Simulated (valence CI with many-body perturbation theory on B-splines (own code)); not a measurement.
# Level structure of V2+

Calculated by configuration interaction combined with many-body perturbation theory (CI+MBPT): three valence electrons over a frozen Dirac-Fock core [Ar], a basis of 7 s, 7 p, 8 d, 6 f, 4 g, 1 h functions for each j, with the one-electron correlation potential Σ1, the two-electron term Σ2, the three-electron term Σ3, Breit, model QED; selected CI, second order for the rest, scaled by the run's own slope (own B-spline code, finite nucleus).

Set against measurement, 62 paired levels are off by 1108 cm⁻¹ on average, the worst by 2012. These come from a selection out of Sugar and Corliss, J. Phys. Chem. Ref. Data 7, 1191 (1978). Levels without a partner in it may be off by more, other configurations by 1,000 to 8,000 cm⁻¹. 2 measured levels below the end of the list, from 89458 cm⁻¹ on, found no clear computed partner, and computed levels of the same name lie up to 2347 cm⁻¹ from them.

Levels 46 to 90 of 201, with energies above the lowest level, 3d3 4F_3/2. "Leading %" is the weight of the configuration and term that name the level; weights of strongly mixed levels are sums over their largest components and can fall short. In the jj column 3d3/2^4 stands for four electrons in 3d with j = 3/2.

```csv
No.,Configuration,Term,J,E (eV),Leading %,Second component,Leading jj,g
46,3d2.4p,2D°,3/2,10.753,78,16 % 3d2.4p 4D°,3d3/2^2 4p3/2 (40 %),0.859
47,3d2.4p,2D°,5/2,10.800,47,42 % 3d2.4p 4D°,3d3/2 3d5/2 4p3/2 (55 %),1.248
48,3d2.4p,4D°,1/2,10.808,98,,3d3/2^2 4p3/2 (67 %),-0.002
49,3d2.4p,4D°,3/2,10.831,81,17 % 3d2.4p 2D°,3d3/2 3d5/2 4p3/2 (81 %),1.129
50,3d2.4p,4D°,7/2,10.859,92,5 % 3d2.4p 2F°,3d5/2^2 4p3/2 (45 %),1.413
51,3d2.4p,4D°,5/2,10.864,53,43 % 3d2.4p 2D°,3d5/2^2 4p3/2 (62 %),1.292
52,3d2.4p,2G°,7/2,11.121,97,,3d3/2 3d5/2 4p3/2 (42 %),0.889
53,3d2.4p,2G°,9/2,11.164,97,,3d5/2^2 4p3/2 (36 %),1.112
54,3d2.4p,2S°,1/2,11.582,98,,3d3/2 3d5/2 4p3/2 (39 %),1.997
55,3d2.4p,4S°,3/2,11.918,78,19 % 3d2.4p 2P°,3d3/2 3d5/2 4p3/2 (42 %),1.859
56,3d2.4p,2P°,3/2,11.984,73,20 % 3d2.4p 4S°,3d5/2^2 4p1/2 (44 %),1.450
57,3d2.4p,2F°,5/2,12.016,94,,3d3/2 3d5/2 4p1/2 (35 %),0.874
58,3d2.4p,2P°,1/2,12.023,97,,3d5/2^2 4p3/2 (53 %),0.671
59,3d2.4p,2F°,7/2,12.071,94,,3d3/2 3d5/2 4p3/2 (34 %),1.153
60,3d2.4p,4D°,1/2,12.138,98,,3d3/2^2 4p1/2 (33 %),0.001
61,3d2.4p,4D°,3/2,12.147,64,29 % 3d2.4p 2D°,3d3/2 3d5/2 4p1/2 (52 %),1.077
62,3d2.4p,4D°,5/2,12.177,58,33 % 3d2.4p 2D°,3d3/2 3d5/2 4p3/2 (36 %),1.292
63,3d2.4p,2D°,3/2,12.181,62,33 % 3d2.4p 4D°,3d5/2^2 4p3/2 (28 %),0.951
64,3d2.4p,2D°,5/2,12.218,58,38 % 3d2.4p 4D°,3d3/2 3d5/2 4p3/2 (40 %),1.268
65,3d2.4p,4D°,7/2,12.243,95,,3d5/2^2 4p3/2 (59 %),1.419
66,3d2.4p,4P°,1/2,12.473,98,,3d3/2 3d5/2 4p1/2 (45 %),2.666
67,3d2.4p,4P°,3/2,12.490,98,,3d3/2 3d5/2 4p3/2 (27 %),1.732
68,3d2.4p,2G°,7/2,12.518,98,,3d3/2 3d5/2 4p3/2 (40 %),0.889
69,3d2.4p,4P°,5/2,12.525,97,,3d3/2 3d5/2 4p3/2 (49 %),1.595
70,3d2.4p,2G°,9/2,12.527,98,,3d3/2 3d5/2 4p3/2 (58 %),1.110
71,3d2.4p,2D°,5/2,12.877,97,,3d3/2 3d5/2 4p3/2 (43 %),1.201
72,3d2.4p,2D°,3/2,12.881,96,,3d3/2 3d5/2 4p3/2 (41 %),0.805
73,3d2.4p,2H°,9/2,12.968,98,,3d3/2 3d5/2 4p1/2 (52 %),0.910
74,3d2.4p,2H°,11/2,13.024,98,,3d3/2 3d5/2 4p3/2 (78 %),1.091
75,3d2.4p,2P°,1/2,13.111,97,,3d3/2 3d5/2 4p3/2 (67 %),0.666
76,3d2.4p,2P°,3/2,13.123,96,,3d5/2^2 4p3/2 (37 %),1.329
77,3d2.4p,2F°,7/2,13.404,98,,3d3/2 3d5/2 4p1/2 (41 %),1.142
78,3d2.4p,2F°,5/2,13.443,98,,3d3/2 3d5/2 4p3/2 (75 %),0.857
79,3d.4s2,2D,3/2,15.288,92,,3d3/2 4s^2 (92 %),0.799
80,3d.4s2,2D,5/2,15.361,92,,3d5/2 4s^2 (92 %),1.200
81,3d2.4p,2P°,1/2,16.007,98,,3d5/2^2 4p1/2 (62 %),0.666
82,3d2.4p,2P°,3/2,16.081,98,,3d5/2^2 4p3/2 (58 %),1.334
83,3d2.4d,4G,5/2,17.218,90,7 % 3d2.4d 2F,3d3/2^2 4d3/2 (56 %),0.591
84,3d2.4d,4G,7/2,17.239,91,5 % 3d2.4d 4H,3d3/2 3d5/2 4d3/2 (46 %),0.970
85,3d2.4d,4G,9/2,17.265,88,8 % 3d2.4d 4H,3d3/2 3d5/2 4d5/2 (55 %),1.154
86,3d2.4d,4H,7/2,17.280,92,5 % 3d2.4d 4G,3d3/2^2 4d3/2 (51 %),0.683
87,3d2.4d,2F,5/2,17.282,87,7 % 3d2.4d 4G,3d3/2 3d5/2 4d5/2 (42 %),0.849
88,3d2.4d,4G,11/2,17.297,88,9 % 3d2.4d 4H,3d5/2^2 4d5/2 (50 %),1.260
89,3d2.4d,4D,1/2,17.301,96,,3d3/2^2 4d3/2 (34 %),0.007
90,3d2.4d,4H,9/2,17.307,88,8 % 3d2.4d 4G,3d3/2 3d5/2 4d3/2 (59 %),0.987
```

Names give the largest LS component (configuration and term), which can be under half, so a name can repeat, a term be missing and a line seem to break the LS rules; names also repeat where a configuration has a term twice.

Where two levels of one J and parity lie close, their mixing, g and order are uncertain.
